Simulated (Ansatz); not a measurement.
A nudged elastic band was laid between two geometries of Cl2GaH + H (5 atoms, charge 0, multiplicity 2).

These are results of Ansatz, UKS PBE0-D4/def2-SVP, not measurements.

```json
{"movable images": "6", "climbing image": "no", "spring": "5.0 eV/Å²", "optimiser": "quadratic models (default)", "start path": "through a guess of the saddle point", "force threshold": "0.05 eV/Å", "iteration limit": "60", "end points": "relaxed"}
```

First end point:

```xyz
5
Properties=species:S:1:pos:R:3
Ga 0.000 0.000 -0.248
H 0.000 0.000 1.299
Cl 1.803 0.000 -1.395
Cl -1.803 0.000 -1.395
H 0.000 0.000 4.099
```

Last end point:

```xyz
5
Properties=species:S:1:pos:R:3
Ga 0.000 0.000 -0.551
H 0.000 0.000 2.732
Cl 1.866 0.000 -1.657
Cl -1.866 0.000 -1.657
H 0.000 0.000 3.494
```

Task: What changes between the two ends?

Result: Bonds broken: Ga1–H2. Bonds formed: H2–H5. Cl2GaH + H becomes Cl2Ga + H2.

Task: What energy profile does the band end with?

Result: The run converged. The highest image is number 2 of 0 to 7, 2.3 kJ/mol above the first end and 104.2 kJ/mol above the last; the last end lies 101.9 kJ/mol below the first. No image climbed, so the highest image needn't sit at the top of the path.

```csv
image,path coordinate (Å),energy (kJ/mol),Ga1–H2 (Å),H2–H5 (Å)
0,0.00,0.0,1.55,2.80
1,0.42,0.5,1.55,2.34
2,0.83,2.3,1.56,1.87
3,1.25,-2.9,1.67,1.32
4,1.66,-85.1,2.13,0.80
5,2.08,-97.7,2.54,0.77
6,2.49,-101.1,2.91,0.76
7,2.91,-101.9,3.28,0.76
```

Task: What is the geometry of the highest image?

Result: 
```xyz
5
Properties=species:S:1:pos:R:3
Ga 0.000 0.000 -0.068
H 0.000 0.000 1.489
Cl 1.807 0.000 -1.209
Cl -1.807 0.000 -1.209
H 0.000 0.000 3.356
```

The run took 85 s on 2 threads of Arm Neoverse V1, on a shared host, peak memory 0.27 GiB.
